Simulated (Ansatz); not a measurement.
Program: Ansatz. Geometries: PBE0-D4/def2-TZVP. ΔE: electronic, gas phase. CCSD(T)/CBS adds triple-zeta CCSD(T) − MP2 to the extrapolated MP2 energy (def2 sets, frozen cores). This one scheme is used for every species. DFT in def2-TZVPP. For Ga outer-core shells are correlated without core-valence functions, which leaves a few kJ/mol of doubt a bond. Scalar relativity is left out up to krypton. One conformer a species, not always the lowest.

`[Cl][Ga]([Cl])[Cl]` + CH₃SH → `C[S][Ga]([Cl])[Cl]` + HCl  (ligand exchange at a Ga–Cl bond)

| level | ΔE (kcal/mol) |
| --- | --- |
| B2PLYP | 5.0 |
| PBE | 3.7 |
| BHLYP | 6.7 |
| HF/def2-TZVPP | 9.2 |

Task: What does CCSD(T)/CBS give? (Estimate.)

Result: The calculation gave: +3.3 kcal/mol. The listed levels differ from it by 1.7, 0.4, 3.4, 5.9 kcal/mol.

Largest T1 diagnostic among the species: 0.011.

The D4 term adds −1.9 kcal/mol with B3LYP and −1.1 kcal/mol with PBE0; it sums over pairs of atoms, weighted by their polarisabilities, and B3LYP, whose exchange is more repulsive, gets the larger term. From PBE to PBE0 (25 % exact exchange), in def2-TZVPP and without D4, ΔE moves by +0.9 kcal/mol. At CCSD(T), def2-SVP lies +2.9 kcal/mol from the extrapolated value and def2-TZVPP +0.8 kcal/mol.

B3LYP here is the variant with VWN-RPA as its local correlation; programs differ in this.
